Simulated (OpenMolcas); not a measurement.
**V3+: moving or changing the point charges**

V3+ among 3 point charges of -1.5 e arranged as a planar triangle (D3h), 1.74 Å from the ion.
```
   1.7400    0.0000    0.0000  -1.50
  -0.8700    1.5069    0.0000  -1.50
  -0.8700   -1.5069    0.0000  -1.50
```

```yaml
Program: OpenMolcas 26.06
Method: "SS-CASPT2, IPEA 0.25 Eh, imaginary shift 0.1 Eh (closed shells correlated: 3s 3p)"
Basis: ANO-RCC-VDZP [5s4p2d1f]
Scalar_Hamiltonian: DKH2, point nucleus
Active_space: 2 electrons in 5 orbitals (3d)
State_averaging: 2S+1 = 3 even, 10 roots; 2S+1 = 1 even, 15 roots
Spin-orbit_coupling: RASSI with atomic mean-field integrals over the reference wave functions
```

Runs around this geometry, states (labels of D3, the rotations of D3h). Energies in cm-1 above the lowest state or level, χT in cm3 K/mol.

| R (Å) | q (e) | Ground state | First state of that spin | First gap with spin-orbit (degeneracies) | χT at 300 K | First state of another spin |
| --- | --- | --- | --- | --- | --- | --- |
| 1.83 | -1.2 | 3A2 | 3E 680 | 89 (1, 2) | 0.849 | 1E 11750 |
| 1.74 | -1.5 | 3A2 | 3E 550 | 96 (1, 2) | 0.844 | 1E 11900 |
| 2.02 | -1.5 | 3A2 | 3E 440 | 110 (1, 2) | 0.833 | 1E 11610 |

Taking the first state of the same spin as R^-n, n = -ln(440 / 550) / ln(2.02 / 1.74) = 1.5 between the shortest and longest distance.

Roots that are degenerate in the reference are averaged as groups; the widest CASPT2 spread within a group is 100 cm-1 (the 2-fold group of multiplicity 3 near 6500 cm-1 above the lowest state of its run, R = 1.74, q = -1.5). Shifts and gaps below about the spread of the groups concerned are not significant. Free-ion shares, where given, are those of the reference states; single-state CASPT2 does not remix them. The ground term spreads over less than 5000 cm-1, several times less than with real ligands, so orbital moments are less quenched and χT lies further from the spin-only value than at real sites (holds for R = 2.02, q = -1.5). Point charges carry no covalency, so the field is a model and not that of real ligands. No measured value stands beside these numbers.
